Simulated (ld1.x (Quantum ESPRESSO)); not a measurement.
## u(r) = r·R(r): atom against pseudo-atom (aluminium (Al))

Columns: radius, all-electron u(r) and pseudo u(r) of the 3s shell (level -7.84 eV) of aluminium in the configuration [Ne] 3s2 3p1; LDA (PZ), scalar-relativistic, TM scheme, ld1.x (Quantum ESPRESSO) 7.5.

```tsv
r (bohr)	all-electron	pseudo
0.125	0.0777	0.0536
0.250	-0.1727	0.1021
0.375	-0.2943	0.1415
0.500	-0.2810	0.1704
0.625	-0.1875	0.1917
0.750	-0.0580	0.2121
0.875	0.0801	0.2404
1.000	0.2111	0.2847
1.125	0.3274	0.3492
1.250	0.4257	0.4283
1.375	0.5054	0.5054
1.500	0.5675	0.5675
1.625	0.6136	0.6136
1.750	0.6454	0.6454
1.875	0.6647	0.6647
2.000	0.6736	0.6736
2.125	0.6736	0.6736
2.250	0.6664	0.6664
2.375	0.6533	0.6533
2.500	0.6357	0.6357
2.625	0.6146	0.6146
2.750	0.5908	0.5908
2.875	0.5653	0.5653
3.000	0.5386	0.5386
3.125	0.5112	0.5112
3.250	0.4836	0.4836
```

(1) How many radial nodes do the two functions have?

(2) At about which radius was the pseudo-wave matched?

(3) Where does each function peak?

(4) Is the pseudo-wave norm-conserving?

## Answers

(1) The all-electron 3s function has n − l − 1 = 2; the pseudo-wave has 0, since the states of the same l below it are removed with the core.

(2) 1.45 bohr, where the columns begin to agree (steps of 0.12 bohr).

(3) Outermost all-electron maximum near 2.00 bohr, pseudo maximum near 2.00 bohr (to the table’s step).

(4) Yes: the TM scheme keeps the norm inside the radius equal to the all-electron one, which fixes the energy derivative of the logarithmic derivative at the level.
